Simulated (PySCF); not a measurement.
SiBrF3, SMILES F[Si](F)(F)Br. Heavy atoms are numbered as in [F:1][Si:2]([F:3])([F:4])[Br:5].

Coordinates come from a r2SCAN-D4/def2-SVP optimisation.

The numbers are results of PBE/def2-TZVP (PySCF), not measurements.

Atomic charges (e), one atom of each kind:

```json
[
 {"atom": "F1", "meta-Löwdin": "-0.45", "Löwdin": "0.07", "Mulliken": "-0.24"},
 {"atom": "Si2", "meta-Löwdin": "1.55", "Löwdin": "-0.50", "Mulliken": "0.82"},
 {"atom": "Br5", "meta-Löwdin": "-0.19", "Löwdin": "0.30", "Mulliken": "-0.11"}
]
```

Problem. Give the Mayer and Wiberg (Löwdin basis) orders of the bonds. (An estimate is asked for; the answer gives what the named calculation found.)

Solution. 
```json
[
 {"bond": "F1–Si2", "Mayer": "1.21", "Wiberg": "1.78"},
 {"bond": "Si2–F3", "Mayer": "1.21", "Wiberg": "1.78"},
 {"bond": "Si2–F4", "Mayer": "1.21", "Wiberg": "1.78"},
 {"bond": "Si2–Br5", "Mayer": "1.27", "Wiberg": "1.88"}
]
```
